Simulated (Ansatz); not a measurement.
Ansatz (a first-principles code) input (PBE/def2-TZVPPD): A basis named .json is the Basis Set Exchange file of that set (core-valence sets with the plain set on hydrogen).

Ansatz 0.2 input:
```yaml
crystal:
  periodic: [false, false, false]
  atoms:
    - {symbol: C, position_ang: [0.00000000, 0.00000000, 0.00000000]}
basis:
  gaussian:
    orbitals: def2-TZVPPD.json
hamiltonian:
  xc: {name: PBE}
magnetization: {spin_polarized: true, initial_magnetization: 2}
scf: {lower_state_search: full}
```

Output:

```
Functional definition: PBE
integrals: 0.00 GiB planned
174 factors; their error is unknown
mean field: 0.08 GiB planned
mean field evaluation 1: about -1028.2235 eV, gradient 6.5e0 eV
mean field evaluation 2: about -1028.3537 eV, gradient 4.6e0 eV
mean field evaluation 4: about -1028.4856 eV, gradient 1.5e-2 eV
mean field evaluation 8: about -1028.4829 eV, gradient 1.4e-4 eV
mean field evaluation 16: about -1028.4828 eV, gradient 1.3e-1 eV
mean field evaluation 32: about -1028.2283 eV, gradient 6.5e0 eV
mean field evaluation 64: about -1028.4829 eV, gradient 3.7e-4 eV
mean field -1028.48289077 eV, -37.7960491052 hartree, gradient 1.0e-5 eV, S^2 2.002964; 6 other end points of the search recorded, 0 dependent functions left out
reference -1028.48291845 eV, -37.7960501223 hartree; 4, 2 occupied and 33, 35 virtual orbitals, 174 factors
Total energy: -1028.48291845 eV, -37.7960501223 hartree
```
